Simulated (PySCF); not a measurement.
Members of the series SiXY, Y = methyl; each row names its spin state. Gas-phase values, no solvent. One relaxed conformer stands for each flexible species; it need not be the lowest. Strings in code marks are SMILES. All members: neutral, multiplicity 1. Level: ωB97X-D3(BJ)/def2-TZVP // PBE0-D3(BJ)/def2-SVP (PySCF), beside PBE-D3(BJ)/def2-TZVP // PBE0-D3(BJ)/def2-SVP (PySCF) at the same geometries.  Orbital energies are measured against the vacuum level.

```json
[
 {"species": "`C[Si]C#N` (lower singlet)", "HOMO, PBE (eV)": "-6.19", "HOMO, ωB97X-D3(BJ) (eV)": "withheld"},
 {"species": "`C[Si]F` (lower singlet)", "HOMO, PBE (eV)": "-5.55", "HOMO, ωB97X-D3(BJ) (eV)": "-9.02"},
 {"species": "`C[Si]S` (lower singlet; C–Si–S–H torsion 180°)", "HOMO, PBE (eV)": "-5.43", "HOMO, ωB97X-D3(BJ) (eV)": "-8.76"},
 {"species": "`C#C[Si]C` (lower singlet)", "HOMO, PBE (eV)": "-5.34", "HOMO, ωB97X-D3(BJ) (eV)": "-8.66"},
 {"species": "`C[Si]O` (lower singlet; C–Si–O–H torsion 0°)", "HOMO, PBE (eV)": "-5.33", "HOMO, ωB97X-D3(BJ) (eV)": "-8.73"},
 {"species": "`C[Si]N` (lower singlet; C–Si–N–H torsion 179°)", "HOMO, PBE (eV)": "-5.01", "HOMO, ωB97X-D3(BJ) (eV)": "-8.40"}
]
```

Problem. Fit y = a + b·x, y being the HOMO at the first level, to the 5 complete rows by least squares, with x = the PBE value in eV. Give a, b and the rms residual, and predict the withheld value.

Solution. Means of the 5 rows: x̄ = -5.332, ȳ = -8.714 eV. Σ(x − x̄)² = 0.16088 and Σ(x − x̄)(y − ȳ) = 0.17186, so b = 1.068 and a = ȳ − b·x̄ = -3.019 eV. The rms residual is 0.053 eV. At x = -6.19 the line gives -9.63 eV, outside the range of the fitted rows. The run for `C[Si]C#N` (lower singlet) gave -9.60 eV, so the line is off by 0.03 eV, within twice the rms residual.

Codes: PySCF.
